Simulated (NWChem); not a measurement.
System: C₃HCl₂F; SMILES FC=C=C(Cl)Cl

Parts of the log:

```
             Northwest Computational Chemistry Package (NWChem) 7.3.0
             --------------------------------------------------------

                             Geometry "geometry" -> ""
                             -------------------------

 Output coordinates in angstroms (scale by  1.889725989 to convert to a.u.)

  No.       Tag          Charge          X              Y              Z
 ---- ---------------- ---------- -------------- -------------- --------------
    1 F                    9.0000     0.45066100     3.08361200     0.00000000
    2 C                    6.0000    -0.49709600     2.15498100     0.00000000
    3 C                    6.0000    -0.25145500     0.86939900     0.00000000
    4 C                    6.0000    -0.07256200    -0.42492000     0.00000000
    5 Cl                  17.0000     0.05755500    -1.35186500    -1.45169000
    6 Cl                  17.0000     0.05755500    -1.35186500     1.45169000
    7 H                    1.0000    -1.50759500     2.58018100     0.00000000

 Effective nuclear repulsion energy (a.u.)     308.3349057612

                                 NWChem DFT Module
                                 -----------------

 Summary of "ao basis" -> "ao basis" (spherical)
 ------------------------------------------------------------------------------
       Tag                 Description            Shells   Functions and Types
 ---------------- ------------------------------  ------  ---------------------
 F                          def2-svp                 6       14   3s2p1d
 C                          def2-svp                 6       14   3s2p1d
 Cl                         def2-svp                 8       18   4s3p1d
 H                          def2-svp                 3        5   2s1p

 in cosmo_initialize ...
 calling solv_data for solv:acetntrl

 solvent parameters
 solvname_short: acetntrl
 solvname_long:  acetonitrile
 dielec:       35.6880
 dielecinf:     1.8069
 nonaqueous SMD model solvent descriptors
 dielec:       35.6880
 sola:          0.0700
 solb:          0.3200
 solc:          0.0000
 solg:         41.2500
 solh:          0.0000
 soln:          1.3442

          ---------------
          -cosmo- solvent
          ---------------
 Cosmo: York-Karplus, doi: 10.1021/jp992097l
 dielectric constant -eps-     =  35.69
 screen = (eps-1)/(eps    )    =   0.97198
 surface charge correction     = lagrangian

   van der Waals surface
 --------------------------

 ---------- ATOMIC COORDINATES (A.U.) ------------ VDWR(ANG.) --
     1    0.85162580    5.82718174    0.00000000     1.730
     2   -0.93937523    4.07232360    0.00000000     1.850
     3   -0.47518105    1.64292588    0.00000000     1.850
     4   -0.13712230   -0.80298237    0.00000000     1.850
     5    0.10876318   -2.55465442   -2.74329632     2.380
     6    0.10876318   -2.55465442    2.74329632     2.380
     7   -2.84894145    4.87583509    0.00000000     1.200
 number of segments per atom =        128
 number of   points per atom =        128
 atom (   nspa,  nppa )
 ----------------------
    1 (     86,     0 )       0
    2 (     52,     0 )       0
    3 (     44,     0 )       0
    4 (     12,     0 )       0
    5 (     94,     0 )       0
    6 (     94,     0 )       0
    7 (     56,     0 )       0
 number of -cosmo- surface points =      438
 molecular surface =    159.193 angstrom**2
 molecular volume  =    144.814 angstrom**3
 -lineq- algorithm             =   0
 -bem- low  level              =   3
 -bem- from -octahedral-
 gaussian surface charge width =   4.50000
 degree of switching           =   1.00000
 switching function tolerance  =   0.00010
 atomic radii =
 --------------
    1  9.000  1.730
    2  6.000  1.850
    3  6.000  1.850
    4  6.000  1.850
    5 17.000  2.380
    6 17.000  2.380
    7  1.000  1.200
 ...... end of -cosmo- initialization ......

 nat:                     7
 ixmem:                  2814
 calling mnsol_interface()
 G(SMD-CDS) energy (kcal/mol)  =    -0.516
 SMD-CDS SASA (angstrom**2)    =   151.364

            General Information
            -------------------
          SCF calculation type: DFT
          Wavefunction type:  closed shell.
          No. of atoms     :     7
          No. of electrons :    62
           Alpha electrons :    31
            Beta electrons :    31
          Charge           :     0
          Spin multiplicity:     1
          Use of symmetry is: off; symmetry adaption is: off
          Maximum number of iterations: 150
          AO basis - number of functions:    97
                     number of shells:    43
          Convergence on energy requested:  1.00D-06
          Convergence on density requested:  1.00D-05
          Convergence on gradient requested:  5.00D-04

              XC Information
              --------------
                         PBE0 Method XC Functional
                     Hartree-Fock (Exact) Exchange  0.250
          PerdewBurkeErnzerhof Exchange Functional  0.750
            Perdew 1991 LDA Correlation Functional  1.000 local
           PerdewBurkeErnz. Correlation Functional  1.000 non-local

             Grid Information
             ----------------
          Grid used for XC integration:  medium
          Radial quadrature: Mura-Knowles
          Angular quadrature: Lebedev.
          Tag              B.-S. Rad. Rad. Pts. Rad. Cut. Ang. Pts.
          ---              ---------- --------- --------- ---------
          F                   0.50       49          11.0       434
          C                   0.70       49          10.0       434
          Cl                  1.00       88          11.0       590
          H                   0.35       45          11.0       434
          Grid pruning is: on
          Number of quadrature shells:   417
          Spatial weights used:  Erf1

      Superposition of Atomic Density Guess
      -------------------------------------

 Sum of atomic energies:       -1131.31326036

      Non-variational initial energy
      ------------------------------

 Total energy =   -1133.659653
 1-e energy   =   -2174.999913
 2-e energy   =     733.005354
 HOMO         =      -0.272100
 LUMO         =       0.018436

   convergence    iter        energy       DeltaE   RMS-Dens  Diis-err
 ---------------- ----- ----------------- --------- --------- ---------
     COSMO gas phase
 d= 0,ls=0.0,diis     1  -1133.9565853730 -1.44D+03  2.01D-02  1.08D+00
 d= 0,ls=0.0,diis     2  -1133.8280798086  1.29D-01  1.37D-02  2.32D+00
 d= 0,ls=0.0,diis     3  -1134.0826465574 -2.55D-01  2.68D-03  5.11D-02
 d= 0,ls=0.0,diis     4  -1134.0853408675 -2.69D-03  1.37D-03  2.79D-02
 d= 0,ls=0.0,diis     5  -1134.0890882023 -3.75D-03  2.25D-04  7.58D-04
  Resetting Diis
 d= 0,ls=0.0,diis     6  -1134.0891700890 -8.19D-05  9.34D-05  5.18D-05
 d= 0,ls=0.0,diis     7  -1134.0891766836 -6.59D-06  6.68D-05  9.60D-06
 d= 0,ls=0.0,diis     8  -1134.0891745286  2.16D-06  4.15D-05  2.55D-05
 d= 0,ls=0.0,diis     9  -1134.0891779011 -3.37D-06  3.14D-06  1.56D-07
 d= 0,ls=0.0,diis    10  -1134.0891779165 -1.55D-08  1.12D-06  1.19D-08

   convergence    iter        energy       DeltaE   RMS-Dens  Diis-err
 ---------------- ----- ----------------- --------- --------- ---------
     COSMO solvation phase
 d= 0,ls=0.0,diis     1  -1134.0931706487 -3.99D-03  1.22D-03  1.65D-03
 d= 0,ls=0.0,diis     2  -1134.0936546918 -4.84D-04  3.30D-04  8.74D-04
 d= 0,ls=0.0,diis     3  -1134.0937250325 -7.03D-05  1.49D-04  2.99D-04
 d= 0,ls=0.0,diis     4  -1134.0937606725 -3.56D-05  5.46D-05  2.42D-05
 d= 0,ls=0.0,diis     5  -1134.0937632162 -2.54D-06  1.77D-05  4.63D-06
 d= 0,ls=0.0,diis     6  -1134.0937637154 -4.99D-07  4.38D-06  1.47D-07

         Total DFT energy =    -1134.093763715367
      One electron energy =    -2176.664763082506
           Coulomb energy =      817.220775431699
    Exchange-Corr. energy =      -82.999891174421
 Nuclear repulsion energy =      308.334905761167

             COSMO energy =        0.015209348694

 Numeric. integr. density =       61.999997828202

                                COSMO-SMD solvation results
                                ---------------------------

             internal energy in gas <Psi(g)|H|Psi(g)> =     -1134.089177916545
         internal energy in solvent <Psi(s)|H|Psi(s)> =     -1134.088433045099
                               delta internal energy  =         0.000744871446 (    0.47 kcal/mol)
   total free energy in solvent <Psi(s)|H+V/2|Psi(s)> =     -1134.092941636776
 polarization energy contribution <Psi(s)|V/2|Psi(s)> =        -0.004508591677 (   -2.83 kcal/mol)
    total free energy in solvent including G(SMD-CDS) =     -1134.093763715367
                       G(SMD-CDS) energy contribution =        -0.000822078591 (   -0.52 kcal/mol)
     1 M fixed-concentration free energy of solvation =        -0.004585798823 (   -2.88 kcal/mol)

                       DFT Final Molecular Orbital Analysis
                       ------------------------------------

 Vector   29  Occ=2.000000D+00  E=-3.399213D-01
              MO Center=  2.7D-02, -1.1D+00,  1.1D-08, r^2= 3.8D+00
   Bfn.  Coefficient  Atom+Function         Bfn.  Coefficient  Atom+Function
  ----- ------------  ---------------      ----- ------------  ---------------
    69      0.361703  5 Cl pz                87      0.361703  6 Cl pz
    66      0.279770  5 Cl pz                84      0.279770  6 Cl pz
    68     -0.266073  5 Cl py                86      0.266073  6 Cl py
    65     -0.196629  5 Cl py                83      0.196629  6 Cl py
    63      0.159597  5 Cl pz                81      0.159597  6 Cl pz

 Vector   30  Occ=2.000000D+00  E=-2.935252D-01
              MO Center= -2.0D-01,  1.1D+00,  7.1D-09, r^2= 3.3D+00
   Bfn.  Coefficient  Atom+Function         Bfn.  Coefficient  Atom+Function
  ----- ------------  ---------------      ----- ------------  ---------------
    34      0.397788  3 C  pz                20      0.359607  2 C  pz
    37      0.273565  3 C  pz                 6      0.264814  1 F  pz
    68      0.215396  5 Cl py                86     -0.215396  6 Cl py
     9     -0.207716  1 F  pz                23      0.183916  2 C  pz
    65      0.161989  5 Cl py                83     -0.161989  6 Cl py

 Vector   31  Occ=2.000000D+00  E=-2.826397D-01
              MO Center= -1.1D-01, -1.4D-01, -7.2D-09, r^2= 3.4D+00
   Bfn.  Coefficient  Atom+Function         Bfn.  Coefficient  Atom+Function
  ----- ------------  ---------------      ----- ------------  ---------------
    32      0.382153  3 C  px                67     -0.330458  5 Cl px
    85     -0.330458  6 Cl px                46      0.302742  4 C  px
    35      0.257749  3 C  px                64     -0.223145  5 Cl px
    82     -0.223145  6 Cl px                49      0.168355  4 C  px
    61     -0.128523  5 Cl px                79     -0.128523  6 Cl px

 Vector   32  Occ=0.000000D+00  E=-3.092946D-02
              MO Center= -1.7D-01,  4.4D-01, -6.3D-09, r^2= 3.1D+00
   Bfn.  Coefficient  Atom+Function         Bfn.  Coefficient  Atom+Function
  ----- ------------  ---------------      ----- ------------  ---------------
    49      0.563682  4 C  px                35     -0.482928  3 C  px
    46      0.457316  4 C  px                32     -0.383244  3 C  px
    67     -0.231579  5 Cl px                85     -0.231579  6 Cl px
    94     -0.213481  7 H  s                  3      0.197225  1 F  s
    22     -0.161415  2 C  py                 5      0.141400  1 F  py

 Vector   33  Occ=0.000000D+00  E=-2.806761D-02
              MO Center= -2.7D-01,  9.0D-01, -5.0D-09, r^2= 3.7D+00
   Bfn.  Coefficient  Atom+Function         Bfn.  Coefficient  Atom+Function
  ----- ------------  ---------------      ----- ------------  ---------------
    23      0.475316  2 C  pz                20      0.456499  2 C  pz
    51     -0.443225  4 C  pz                34     -0.326492  3 C  pz
    68     -0.292846  5 Cl py                86      0.292846  6 Cl py
    37     -0.287386  3 C  pz                48     -0.276756  4 C  pz
    60     -0.247492  5 Cl s                 78      0.247492  6 Cl s

 Vector   34  Occ=0.000000D+00  E= 2.316199D-02
              MO Center=  2.0D-02, -1.1D+00,  7.9D-10, r^2= 2.8D+00
   Bfn.  Coefficient  Atom+Function         Bfn.  Coefficient  Atom+Function
  ----- ------------  ---------------      ----- ------------  ---------------
    45      0.971047  4 C  s                 69     -0.659001  5 Cl pz
    87      0.659001  6 Cl pz                44      0.560947  4 C  s
    50     -0.555517  4 C  py                60     -0.518168  5 Cl s
    78     -0.518168  6 Cl s                 47     -0.343261  4 C  py
    31     -0.340112  3 C  s                 17      0.309333  2 C  s

     Multipole analysis of the density
     ---------------------------------

     L   x y z        total         alpha         beta         nuclear
     -   - - -        -----         -----         ----         -------
     0   0 0 0     -0.000000    -31.000000    -31.000000     62.000000

     1   1 0 0     -0.612680      0.091876      0.091876     -0.796433
     1   0 1 0      0.360321      0.212249      0.212249     -0.064177
     1   0 0 1     -0.000000     -0.000000     -0.000000      0.000000

     2   2 0 0    -33.278349    -27.543284    -27.543284     21.808219
     2   1 1 0     -3.391168      1.129849      1.129849     -5.650865
     2   1 0 1     -0.000000     -0.000000     -0.000000      0.000000
     2   0 2 0    -33.797526   -352.317682   -352.317682    670.837838
     2   0 1 1     -0.000000     -0.000000     -0.000000      0.000000
     2   0 0 2    -34.255531   -145.064235   -145.064235    255.872940
```

Level: PBE0/def2-SVP, SMD on the gas-phase geometry. Geometry: optimised at PBE0/def2-SVP. Solvent: acetonitrile.

Problem. Write an input that gives this output.

Solution. One answer among several that fit: the input that was run:
```
start job
memory heap 200 mb stack 900 mb global 1100 mb
geometry units angstroms noautosym nocenter noautoz
  F      0.450661     3.083612     0.000000
  C     -0.497096     2.154981     0.000000
  C     -0.251455     0.869399     0.000000
  C     -0.072562    -0.424920     0.000000
  Cl     0.057555    -1.351865    -1.451690
  Cl     0.057555    -1.351865     1.451690
  H     -1.507595     2.580181     0.000000
end
basis spherical
  * library def2-svp
end
dft
  xc pbe0
  iterations 150
end
cosmo
  do_cosmo_smd true
  solvent acetntrl
end
task dft energy
```
